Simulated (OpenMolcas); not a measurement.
Rh3+ in MgO

Rh3+ with its 6 nearest oxide ions at 2.066 Å, on the Mg site of MgO (a = 4.2112 Å, distance in the model lattice 2.106 Å). The rest of the host is ab initio model potentials to 7.6 Å, with orthogonalisation functions on the cations behind the ligands, and point charges beyond; the distance is set by hand and nothing relaxes, and no local charge compensation is placed. Ligand basis ANO-RCC-VDZP.

```yaml
Program: OpenMolcas
Method: CASSCF
Basis: ANO-RCC-VTZP [7s6p4d2f1g]
Scalar_Hamiltonian: DKH2, point nucleus
Active_space: 6 electrons in 5 orbitals (4d)
State_averaging: 2S+1 = 5 even, 5 roots; 2S+1 = 3 even, 45 roots; 2S+1 = 1 even, 50 roots
Spin-orbit_coupling: RASSI with atomic mean-field integrals over the reference wave functions
```

The lowest spin-free states (labels of O, the rotations of Oh), above the lowest:

```csv
State,Degeneracy,E (cm-1)
1A1,1,0.0
3T1,3,17555
3T2,3,22830
1T1,3,23418
5T2,3,26154
1T2,3,32958
2S+1 = 3,3,41346
2S+1 = 3,3,41968
3E,2,44778
3T1,3,44803
3T2,3,47315
1T2,3,48369
1E,2,48996
1A1,1,49918
5E,2,51482
2S+1 = 1,3,54889
2S+1 = 1,3,54940
1A2,1,55931
3A2,1,56034
3T1,3,60489
```

The lowest levels with spin-orbit coupling:

```tsv
E (cm-1)	Degeneracy	2S+1
0.0	1	1
17106	2	3
17190	3	3
17853	3	3
18455	1	3
22006	3	3 (74 %)
22644	2	3
23337	3	3
23925	1	3
24121	3	1 (75 %)
25729	3	5 (90 %)
26459	3	5
26466	2	5
27221	3	5
27295	3	5
27383	1	5
33104	3	1
41050	2	3
41347	3	3
41504	3	3
```

Powder χT (cm3 K/mol): 0 at 2 K, 0 at 10 K, 0.00351 at 50 K, 0.00703 at 100 K, 0.0141 at 200 K, 0.0211 at 300 K. The effective moment at 300 K is 2.828 √(χT) = 0.41 μB.

The lowest level has 2S+1 = 1, for which the spin-only value is χT = S(S+1) / 2 = 0.000 cm3 K/mol (g = 2). The computed 0.021 at 300 K differs by +0.021, through orbital momentum, spin-orbit coupling and any other state in reach.

Metal share of the active 4d orbitals (Löwdin): 72, 72, 84, 84, 84 %; Mulliken charge of the metal 1.55.

A least-squares ligand-field fit to the states below 45000 cm-1, each weighted by its degeneracy and with a free common offset, gives 10Dq = 25404 cm-1, B = 726 cm-1 and C = 2774 cm-1 (C/B = 3.82), with an rms deviation of 255 cm-1.

The same method and metal basis give the free ion B = 956 cm-1 (fit to its terms below 60000 cm-1, rms deviation 24 cm-1), so the nephelauxetic ratio is β = 726 / 956 = 0.76; it hangs on how both fits weigh the states, and computed free-ion B values tend to be too large, so β mixes covalency with correlation.

Without dynamic correlation the repulsion within the d shell is too large (B by tens of per cent), so at a given field states of lower spin stand too high. The least metal-like active orbital is 72 % on the metal (Löwdin) and no ligand orbital is active, so the numbers are rough. With metal d orbitals alone the field can be off either way by tens of per cent. Ligand-to-metal charge-transfer states are missing. With no ligand orbital active B as a rule stays too high, so bands that hang on it stand too high and its fall with covalency is understated. No measured value stands beside these numbers; the geometry was set by hand and not optimised.

The RASSCF and RASSI steps took 63 s on 1 thread of Arm Neoverse V2, with other jobs on the host; the integral step is not counted.
